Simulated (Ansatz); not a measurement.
`O[Si](O)(O)[SeH]` at its PBE0-D4/def2-TZVP geometry, where that method's forces vanish. The species carries charge 0 and has multiplicity 1.

```json
{"atom": "O1", "x (Å)": "-0.4408", "y (Å)": "-1.0319", "z (Å)": "-1.0177"}
{"atom": "Si2", "x (Å)": "0.0863", "y (Å)": "-0.0724", "z (Å)": "0.1986"}
{"atom": "O3", "x (Å)": "1.1307", "y (Å)": "-0.7594", "z (Å)": "1.2409"}
{"atom": "O4", "x (Å)": "-1.2550", "y (Å)": "0.3287", "z (Å)": "1.0353"}
{"atom": "Se5", "x (Å)": "1.3121", "y (Å)": "1.6433", "z (Å)": "-0.6368"}
{"atom": "H6", "x (Å)": "0.1902", "y (Å)": "-1.2258", "z (Å)": "-1.7132"}
{"atom": "H7", "x (Å)": "0.7501", "y (Å)": "-1.1819", "z (Å)": "2.0136"}
{"atom": "H8", "x (Å)": "-2.0771", "y (Å)": "0.3621", "z (Å)": "0.5433"}
{"atom": "H9", "x (Å)": "0.3036", "y (Å)": "1.9374", "z (Å)": "-1.6639"}
```

Question: For each bond, give half the difference of the two atoms' forces along it (eV/Å; positive pushes the atoms apart) under PBE-D4, r2SCAN-D4, B3LYP-D4, ωB97M-V in def2-TZVPP. (Estimate.)

Answer: Computed: 
```tsv
bond	length (Å)	PBE-D4	r2SCAN-D4	B3LYP-D4	ωB97M-V
O1–Si2	1.636	0.22	0.04	0.08	0.07
O1–H6	0.959	0.31	0.01	-0.03	-0.06
Si2–O3	1.628	0.26	0.04	0.07	0.07
Si2–O4	1.631	0.27	0.04	0.07	0.08
Si2–Se5	2.268	-0.01	0.01	0.09	-0.10
O3–H7	0.959	0.31	0.00	-0.03	-0.06
O4–H8	0.959	0.31	0.00	-0.03	-0.06
Se5–H9	1.469	0.27	-0.01	0.04	-0.10
```

B3LYP here is the variant with VWN-RPA as its local correlation; programs differ in this.
